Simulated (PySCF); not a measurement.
SMILES [SiH2]([GeH3])[GeH3] (H8Ge2Si) at its GFN2-xTB optimised geometry (Å):

```
11

Ge     2.0224    -0.8455     0.0000
Si    -0.3150    -0.8455     0.0000
Ge    -1.1669     1.3313     0.0000
H      2.6620    -0.0664     1.1109
H      2.6611    -0.2726    -1.2303
H      2.6539    -2.2009     0.1165
H     -0.8062    -1.5645    -1.1796
H     -0.8054    -1.5654     1.1792
H     -0.7064     2.2009    -1.1326
H     -2.6620     1.4235    -0.0761
H     -0.8317     2.1479     1.2126
```

Computed with PBE0/def2-TZVP in PySCF.

Map of the electrostatic potential (hartree/e), clipped to [-0.08, 0.12] on the plane z = 1.5 Å:

```
|                           |
|                           |
|                           |
|                           |
|                           |
|          .:.              |
|         :%@*.             |
|        .+@@@-             |
|       .:*@@@-             |
|       .-+@@+:.            |
|      .:=**+-:..           |
|      .:=+*+-::....:-:     |
|      .:-====--:..:%@#:    |
|      ..:--=++=-:-+@@@-    |
|       ..:-+**+===*@@@:    |
|       ..:=*##+=+*##*-.    |
|        .-@@@*==+*#+-.     |
|        .+@@@+--=++=:.     |
|        .=@@@-:::--:.      |
|         .=+-.......       |
|          ...  ..          |
|                           |
|                           |
|                           |
|                           |
|                           |
|                           |
```
Scale: ten equal steps from -0.003 (start of ' ') to 0.120 (end of '@'), in the order ' .:-=+*#%@'; x runs from -5.00 to 5.00, y from -5.00 (bottom) to 5.00 (top).
